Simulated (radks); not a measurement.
Species: Pb10+. Configuration: [Kr] 4d10 4f14 5s2 5p(1/2: 1, 3/2: 4) 5d(3/2: 4, 5/2: 1) (not the ground configuration).

Calculated with a radial shooting solver on a logarithmic mesh with Libxc functionals: Dirac Kohn-Sham, PBE, spin-unpolarised, spherical densities, finite nucleus; Fermi nuclear charge, rms radius 5.5012 fm.

Energy parts (hartree):
part                       energy
total                 -20890.8951
kinetic                24295.1179
electron-nucleus      -52401.2343
Hartree                 7599.0202
exchange-correlation    -383.7989

Orbitals (lengths in bohr, moments of r in powers of bohr; r(max) is where P^2 peaks):
orbital  occ.  eigenvalue (hartree)    r(max)
1s1/2       2             -3237.380  0.009845
2s1/2       2             -583.8566   0.05738
2p1/2       2             -561.2090   0.04198
2p3/2       4             -480.7475   0.04970
3s1/2       2             -144.9526    0.1614
3p1/2       2             -134.6745    0.1504
3p3/2       4             -116.7166    0.1659
3d3/2       4             -99.73287    0.1288
3d5/2       6             -95.90966    0.1331
4s1/2       2             -37.66636    0.3627
4p1/2       2             -33.20414    0.3602
4p3/2       4             -28.80007    0.3917
4d3/2       4             -21.50662    0.3828
4d5/2       6             -20.68257    0.3924
4f5/2       6             -11.23086    0.3468
4f7/2       8             -11.04329    0.3512
5s1/2       2             -11.27263    0.7813
5p1/2       1              -9.68735    0.8146
5p3/2       4              -8.76417    0.8834
5d3/2       4              -6.40286    0.9835
5d5/2       1              -6.26191     1.006

The highest occupied level is 5d5/2 at -170.40 eV. Summed over all electrons, <r^2> = 20.62 bohr^2, which gives a Langevin (diamagnetic) susceptibility term of -16.3 x 10^-6 cm^3/mol.
